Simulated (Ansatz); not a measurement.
Q: Name a neutral molecule of N, Se, Si and H with LUMO energy (PBE/def2-TZVPP) between -1.00 and -0.70 eV and HOMO–LUMO gap (ωB97M-V/def2-TZVPP) between 10.50 and 10.80 eV (Ansatz, PBE0-D4/def2-TZVP geometry).

A: `N[SiH2][Se][SiH3]` (-0.94 eV, 10.61 eV); `[SiH3]N[SiH2][SeH]` (-0.89 eV, 10.71 eV). Other molecules can fit too; these were computed, each in one conformer that needn't be the lowest.
